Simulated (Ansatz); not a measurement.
Input for Ansatz (an electronic-structure program): R-B3LYP/def2-TZVPP on CH6GeO2 (SMILES C[O][GeH2][OH]), a point of a torsion scan.

Ansatz 0.2 input:
```yaml
crystal:
  periodic: [false, false, false]
  atoms:
    - {symbol: C, position_ang: [1.50369907, -0.17715502, -0.05454552]}
    - {symbol: O, position_ang: [0.46366175, 0.76408582, 0.09967634]}
    - {symbol: Ge, position_ang: [-1.27269306, 0.51529812, 0.15038447]}
    - {symbol: O, position_ang: [-1.74496443, 0.24739041, 1.79950534]}
    - {symbol: H, position_ang: [2.43351760, 0.38768781, -0.14078947]}
    - {symbol: H, position_ang: [1.57271550, -0.84561534, 0.80747859]}
    - {symbol: H, position_ang: [1.36957569, -0.78005232, -0.95493813]}
    - {symbol: H, position_ang: [-1.75930603, 1.84323330, -0.33595213]}
    - {symbol: H, position_ang: [-1.75231600, -0.71146441, -0.56216745]}
    - {symbol: H, position_ang: [-1.30729581, 0.77831891, 2.46300257]}
basis:
  gaussian:
    orbitals: def2-TZVPP
hamiltonian:
  xc: {name: B3LYP}
scf: {lower_state_search: off}
```

Q: Give the final energy of this run.

A: -2269.3282 hartree.
